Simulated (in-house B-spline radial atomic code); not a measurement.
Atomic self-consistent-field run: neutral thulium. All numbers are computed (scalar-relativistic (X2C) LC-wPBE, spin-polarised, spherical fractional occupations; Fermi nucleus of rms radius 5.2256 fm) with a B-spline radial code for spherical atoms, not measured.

Command:
```bash
python run_scf.py task.json out
```
Settings (nuclear radius in fm, mass in u):
```
Z                69
configuration    [Xe] 4f13 6s2
hamiltonian      x2c
method           lc_wpbe
spin_polarised   True
nucleus          fermi
rms_radius       5.2256
atomic_mass      168.93422
speed_of_light   137.035999084
```

Output (hartree, bohr):
```
 radial grid: 77 intervals, B-splines of order 8, outer radius 50 bohr

 iter        energy (Eh)    residual
    1      -13565.824546    5.06e-01
    2      -13466.043630    9.35e-01
    3      -13537.117631    1.06e+00
    4      -13565.340340    2.83e-01
    5      -13564.179628    3.59e-01
    6      -13467.890481    9.02e-01
    7      -13566.765611    5.29e-02
    8      -13566.896079    1.71e-02
    9      -13566.921535    4.32e-03
   10      -13566.922546    1.49e-03
   11      -13566.922657    3.09e-04
   12      -13566.922665    8.49e-05
   13      -13566.922665    8.89e-06
   14      -13566.922665    1.76e-06
   15      -13566.922665    1.66e-07

 total energy                    -13566.92267
 kinetic                           15030.5489
 electron-nucleus                 -33646.0861
 Hartree                            5337.8799
 exact exchange                      -14.7398
 exchange-correlation               -274.5255

 orbital      occ     eigenvalue          <r>       <r^2>       <1/r>       r_max
 1s up      1.000     -2172.5087    0.0192502 0.000516103     85.7691     0.01171
 1s down    1.000     -2172.5087    0.0192502 0.000516103     85.7691     0.01171
 2s up      1.000      -366.6821    0.0841419  0.00842926     19.9117     0.07174
 2s down    1.000      -366.6818    0.0841417   0.0084292     19.9118     0.07174
 2p up      3.000      -324.5841    0.0749182  0.00687041     17.1565     0.05802
 2p down    3.000      -324.5838     0.074918  0.00687036     17.1565     0.05802
 3s up      1.000       -82.6002     0.220505   0.0557134      7.1661      0.2034
 3s down    1.000       -82.5836     0.220477   0.0556994     7.16725      0.2034
 3p up      3.000       -69.7854      0.21966   0.0560349     6.42049         0.2
 3p down    3.000       -69.7689     0.219627   0.0560179     6.42156         0.2
 3d up      5.000       -53.5720     0.199854   0.0468787     6.01325      0.1633
 3d down    5.000       -53.5595     0.199815   0.0468589     6.01421      0.1632
 4s up      1.000       -16.4585     0.498001    0.280257     2.96273       0.465
 4s down    1.000       -16.4244     0.498029    0.280288      2.9623       0.465
 4p up      3.000       -12.2296     0.527929    0.317404     2.64578      0.4856
 4p down    3.000       -12.1960     0.527979    0.317468     2.64533      0.4856
 4d up      5.000        -6.5166     0.572397    0.380834      2.3192      0.5019
 4d down    5.000        -6.4823     0.572531    0.381038     2.31857      0.5019
 5s up      1.000        -2.1822      1.23738     1.72832     1.08538       1.095
 5s down    1.000        -2.1669      1.24036     1.73689     1.08216       1.097
 5p up      3.000        -1.1745      1.47128     2.47571    0.889997       1.253
 5p down    3.000        -1.1637      1.47634     2.49336    0.886463       1.256
 4f up      7.000        -0.3173     0.797903    0.878806     1.69607      0.4963
 4f down    6.000        -0.2284     0.812419    0.928346      1.6825      0.4968
 6s up      1.000        -0.2234      4.02961     18.5116    0.311362        3.41
 6s down    1.000        -0.2226      4.04023     18.6082    0.310523        3.42
```

Cost of the run: 4 s on 1 thread of Intel(R) Xeon(R) 6975P-C (shared host).

Caution: exact exchange at fractional occupations of open shells leaves self-interaction of up to several eV.

One-electron X2C: radii and densities carry no picture-change correction, so inner-shell <1/r> comes out high (for 1s by about 2 % at Z = 33, 5 % at 54, 10 % at 75, 30 % at 118) and <r> low.
